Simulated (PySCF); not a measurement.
Compound: C6H13BO.
Numbering: `[CH3:1][O:2][CH2:3][B:4]1[CH2:5][CH2:6][CH2:7][CH2:8]1` (hydrogens: H9, H10, H11 on C1; H12, H13 on C3; H14, H15 on C5; H16, H17 on C6; H18, H19 on C7; H20, H21 on C8)

Method: PySCF 2.14.0, PBE0-D3(BJ)/def2-SVP geometry optimisation, gas phase; density fitting, grid level 1; the optimiser is geomeTRIC in internal coordinates, started from a GFN2-xTB structure with every atom displaced at random (about 0.01 Å).

Step 0: E = -9139.9661 eV
```
atom  x, y, z in Å  |  force x, y, z in eV/Å
C1      3.4158    1.2393   -0.1843   -2.178   1.344   0.380
O2      1.9896    1.1650   -0.1731    0.615  -0.367   0.018
C3      1.5047   -0.1515    0.0708    1.347   1.297  -0.346
B4     -0.0175   -0.2339    0.1122   -1.728  -0.357   0.019
C5     -0.8953   -1.5607    0.3491    0.023   0.901   1.207
C6     -2.3130   -1.0325    0.6657    0.922   0.379  -0.328
C7     -2.4389    0.2565   -0.1375    0.264   0.025   0.488
C8     -1.0606    0.9486   -0.0463   -0.628  -0.710   0.240
H9      3.6373    2.3131   -0.3474    0.198  -0.366  -0.036
H10     3.8254    0.6415   -0.9747    0.603  -0.651  -0.815
H11     3.8186    0.9419    0.7810    0.400  -0.270   0.498
H12     1.9361   -0.8272   -0.6848   -0.075  -0.469  -0.196
H13     1.9191   -0.5009    1.0247    0.062  -0.402   0.504
H14    -0.9357   -2.1299   -0.5615    0.132  -0.561  -1.035
H15    -0.5371   -2.2485    1.1294    0.206  -0.109  -0.050
H16    -3.0865   -1.7477    0.4288   -0.584  -0.502  -0.063
H17    -2.3817   -0.7993    1.7309   -0.071   0.027   0.379
H18    -2.6687    0.0201   -1.1740   -0.095  -0.122  -0.543
H19    -3.2615    0.8757    0.2364   -0.166   0.213  -0.027
H20    -1.0597    1.5618    0.8693    0.336   0.125   0.140
H21    -0.9081    1.6242   -0.8751    0.419   0.575  -0.432
```

Step 1: E = -9140.1693 eV
```
atom  x, y, z in Å  |  force x, y, z in eV/Å
C1      3.3041    1.3069   -0.2310    0.246  -0.466  -0.073
O2      1.9337    1.1150   -0.1565    0.091   0.250  -0.088
C3      1.5436   -0.1895    0.1335   -0.717  -0.208  -0.056
B4     -0.0362   -0.2865    0.1438    0.349  -0.039   0.158
C5     -0.9117   -1.5782    0.3748   -0.067  -0.169  -0.200
C6     -2.3175   -1.0211    0.6444   -0.237  -0.055   0.021
C7     -2.4014    0.2846   -0.1489   -0.045   0.105  -0.107
C8     -1.0162    0.9288   -0.0162   -0.032   0.067  -0.213
H9      3.4991    2.3631   -0.4582    0.011   0.046   0.012
H10     3.7706    0.6751   -1.0306   -0.112   0.224   0.213
H11     3.8004    1.0384    0.7269    0.061   0.103  -0.075
H12     1.9461   -0.9273   -0.6004    0.055   0.060   0.003
H13     1.9220   -0.5440    1.1215    0.069   0.075  -0.011
H14    -0.9151   -2.1322   -0.5951    0.059   0.157   0.139
H15    -0.5590   -2.3095    1.1189    0.047   0.010   0.007
H16    -3.1373   -1.7154    0.3830    0.117   0.015   0.072
H17    -2.4266   -0.8021    1.7227    0.019  -0.001  -0.030
H18    -2.5986    0.0591   -1.2144    0.016  -0.020   0.072
H19    -3.2263    0.9362    0.1847    0.001  -0.045  -0.001
H20    -0.9430    1.4933    0.9358    0.075  -0.023   0.053
H21    -0.7485    1.6609   -0.7989   -0.006  -0.086   0.103
```

Problem. Estimate the geometry and energy of step 2. (The exact step hangs on the optimiser's Hessian estimate; all steps are aligned on step 1, rigid shifts and turns removed.)

Solution. E = -9140.1936 eV, largest force 0.217 eV/Å
```
atom  x, y, z in Å  |  force x, y, z in eV/Å
C1      3.3451    1.2708   -0.2166    0.006  -0.072  -0.052
O2      1.9614    1.1425   -0.1716    0.093   0.080  -0.027
C3      1.5175   -0.1517    0.1146   -0.199  -0.051  -0.004
B4     -0.0519   -0.2526    0.1352    0.207   0.030   0.058
C5     -0.9002   -1.5603    0.3682   -0.050  -0.062   0.000
C6     -2.3174   -1.0332    0.6514   -0.024  -0.001  -0.010
C7     -2.4318    0.2718   -0.1452    0.016   0.033  -0.013
C8     -1.0544    0.9425   -0.0258   -0.081  -0.023  -0.069
H9      3.5828    2.3193   -0.4458    0.014   0.014   0.008
H10     3.8010    0.6299   -1.0024   -0.041   0.032   0.035
H11     3.8277    1.0023    0.7462   -0.035   0.014   0.009
H12     1.9212   -0.8919   -0.6151    0.002  -0.008   0.005
H13     1.9017   -0.5025    1.1013    0.006  -0.018   0.005
H14    -0.8895   -2.1024   -0.6020    0.013   0.055   0.000
H15    -0.5192   -2.2837    1.1067    0.008   0.003   0.001
H16    -3.1171   -1.7505    0.4038    0.018  -0.004   0.015
H17    -2.4187   -0.8150    1.7296    0.018   0.011  -0.003
H18    -2.6326    0.0354   -1.2057    0.014  -0.006   0.007
H19    -3.2687    0.9037    0.1936    0.002  -0.005   0.002
H20    -0.9731    1.5064    0.9272    0.020  -0.021   0.027
H21    -0.8013    1.6749   -0.8078   -0.007   0.000   0.006
```

The energy changes by -0.0243 eV. The first-order estimate −F·Δx gives -0.0409 eV and the mean of the old and new forces, exact on a quadratic surface, -0.0240 eV. The step makes an angle of 81° with the force vector and moves no atom by more than 0.095 Å.

The cost below is that of the whole optimisation. On an Intel Xeon at 2.50 GHz with one thread, no GPU, on a shared host, this took 5.0 min wall, 4.4 min CPU and 0.74 GiB of memory at its peak.
